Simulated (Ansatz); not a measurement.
C2H6B2F4 (`C[B@-]1(F)[F+][B@-](C)(F)[F+]1`) at its PBE0-D4/def2-TZVP geometry, where that method's forces vanish. Total charge 0; spin multiplicity 1.

| atom | x (Å) | y (Å) | z (Å) |
| --- | --- | --- | --- |
| C1 | 0.700 | -0.036 | 2.261 |
| B2 | -0.317 | -0.085 | 1.085 |
| F3 | -1.624 | -0.232 | 1.276 |
| F4 | -0.112 | 1.060 | 0.052 |
| B5 | 0.317 | 0.085 | -1.085 |
| C6 | -0.700 | 0.036 | -2.261 |
| F7 | 1.624 | 0.233 | -1.276 |
| F8 | 0.111 | -1.060 | -0.052 |
| H9 | 1.728 | 0.089 | 1.917 |
| H10 | 0.461 | 0.791 | 2.934 |
| H11 | 0.645 | -0.958 | 2.847 |
| H12 | -0.463 | -0.794 | -2.931 |
| H13 | -1.728 | -0.085 | -1.917 |
| H14 | -0.642 | 0.955 | -2.850 |

Q: For each bond, give half the difference of the two atoms' forces along it (eV/Å; positive pushes the atoms apart) under PBE-D4, r2SCAN-D4, B3LYP-D4, ωB97M-V in def2-TZVPP. (Estimate.)

A: Computed: 
| bond | length (Å) | PBE-D4 | r2SCAN-D4 | B3LYP-D4 | ωB97M-V |
| --- | --- | --- | --- | --- | --- |
| C1–B2 | 1.556 | -0.21 | -0.12 | -0.07 | -0.07 |
| C1–H9 | 1.091 | 0.11 | -0.01 | -0.04 | -0.05 |
| C1–H10 | 1.093 | 0.11 | -0.01 | -0.04 | -0.06 |
| C1–H11 | 1.093 | 0.12 | -0.01 | -0.04 | -0.06 |
| B2–F3 | 1.329 | 0.44 | 0.10 | 0.11 | 0.18 |
| B2–F4 | 1.556 | 0.29 | 0.14 | 0.16 | 0.12 |
| B2–F8 | 1.558 | 0.28 | 0.14 | 0.16 | 0.12 |
| F4–B5 | 1.558 | 0.28 | 0.14 | 0.16 | 0.12 |
| B5–C6 | 1.556 | -0.21 | -0.12 | -0.07 | -0.07 |
| B5–F7 | 1.329 | 0.44 | 0.10 | 0.11 | 0.18 |
| B5–F8 | 1.556 | 0.29 | 0.14 | 0.16 | 0.12 |
| C6–H12 | 1.093 | 0.11 | -0.01 | -0.04 | -0.06 |
| C6–H13 | 1.091 | 0.11 | -0.01 | -0.04 | -0.05 |
| C6–H14 | 1.093 | 0.12 | 0.00 | -0.04 | -0.06 |

B3LYP here is the variant with VWN-RPA as its local correlation; programs differ in this.
